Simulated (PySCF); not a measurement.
C4H3N2, SMILES n1cccn[c]1, multiplicity 2. Atoms are numbered in the order given.

```xyz
9

C      0.0000     0.0000     1.3244
N      0.0000     1.1841     0.7808
C      0.0000     1.1891    -0.5569
C      0.0000     0.0000    -1.2848
C      0.0000    -1.1891    -0.5569
N      0.0000    -1.1841     0.7808
H      0.0000     2.1651    -1.0552
H      0.0000     0.0000    -2.3759
H      0.0000    -2.1651    -1.0552
```
Charge 0, spin multiplicity 2.

Geometry: PBE0-D3(BJ)/def2-SVP. The isomer is the one that the SMILES or the coordinates give; other isomers of the formula were not compared.

Two levels are set side by side: PBE/pcH-1 (PySCF) and PBE0/pcH-1 (PySCF). Contact hyperfine couplings, same geometry. Differences are taken from unrounded values.

```
quantity                        PBE
----------------------------  -----
A(iso) of 13C, atom C1 (MHz)  668.5
A(iso) of 14N, atom N2 (MHz)  103.3
A(iso) of 13C, atom C3 (MHz)   58.6
A(iso) of 13C, atom C4 (MHz)   -1.7
A(iso) of 13C, atom C5 (MHz)   58.6
A(iso) of 14N, atom N6 (MHz)  103.3
A(iso) of 1H, atom H7 (MHz)     1.1
A(iso) of 1H, atom H8 (MHz)    20.4
A(iso) of 1H, atom H9 (MHz)     1.1
```

Q: These are the PBE values. What does PBE0 give? (An estimate is asked for; the answer gives what the named calculation found.)

A: 
```
quantity                       PBE0  PBE minus PBE0
----------------------------  -----  --------------
A(iso) of 13C, atom C1 (MHz)  686.8           -18.3
A(iso) of 14N, atom N2 (MHz)   95.6             7.8
A(iso) of 13C, atom C3 (MHz)   61.0            -2.4
A(iso) of 13C, atom C4 (MHz)   -6.7             5.0
A(iso) of 13C, atom C5 (MHz)   61.0            -2.4
A(iso) of 14N, atom N6 (MHz)   95.6             7.8
A(iso) of 1H, atom H7 (MHz)    -0.1             1.2
A(iso) of 1H, atom H8 (MHz)    17.8             2.7
A(iso) of 1H, atom H9 (MHz)    -0.1             1.2
```

Rough cost on one machine, each run with all the roots and properties that it gave: PBE0 against PBE within a factor of 2.
